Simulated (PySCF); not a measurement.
# Identify the compound

An unknown has the formula C$_{4}$H$_{10}$F$_{2}$Si$_{3}$. Its calculated NMR data are:

1H NMR (400 MHz, computed): δ 6.48 (m, 1H), 6.28 (m, 1H), 4.91 (m, 2H), 4.24 (s, 6H).

13C{1H} NMR (computed): δ 172.0 (C), 136.7 (CH), 120.9 (CH), 9.6 (C).

How the numbers were obtained: GFN2-xTB structure, σ from GIAO-PBE0/pcSseg-1, in PySCF (one averaged value for each set of equivalent atoms, isolated molecule, single conformer, non-relativistic).

Referencing at the same level of theory: 1H, 13C vs TMS.

**Question.** What is the structure?

**Answer.** 
Rings plus π bonds: 2 (1 ring in the answer). 4 carbon signals for 4 carbons: no two carbons are equivalent. Carbon types of the structure: 2 × C, 2 × CH, leaving 8 H on heteroatoms. δC 172.0: fully substituted alkene carbon. δC 136.7: alkene CH; an sp2 carbon of a C=C bond. δC 120.9: allylic sp3 CH bonded to 2 F; 2 electronegative neighbours deshield it. δC 9.6: allylic fully substituted sp3 carbon bonded to 3 Si; an electropositive neighbour leaves it electron-rich and shielded. δH 6.48: hydrogen on an allylic sp3 CH bonded to 2 F; its carbon carries F, an electronegative neighbour. δH 6.28: hydrogen on an alkene CH; attached to an sp2 carbon and in the plane of the double bond. δH 4.24: hydrogen on a silicon bonded to C.

These data were computed for SMILES FC(F)C1=C[SiH2]C1([SiH3])[SiH3].

The shifts were computed for this structure.

Splittings by 19F in the carbon and heteronuclear signals aren't shown, as no couplings were computed. Shifts are as computed. Against solution values, carbons near 30 ppm lie about +3 ppm off and those near 130 ppm about +5 ppm. Of 1211 compounds with measured shifts, 218 miss one by over three times the rms of a fit or turn the order of signals round; such compounds aren't used in these exercises. No couplings were computed; multiplicities are counted from neighbouring protons, with m where these are inequivalent, close in shift, in a saturated or five-membered ring or joined by F or P, and br s for small geminal =CH2 splittings.
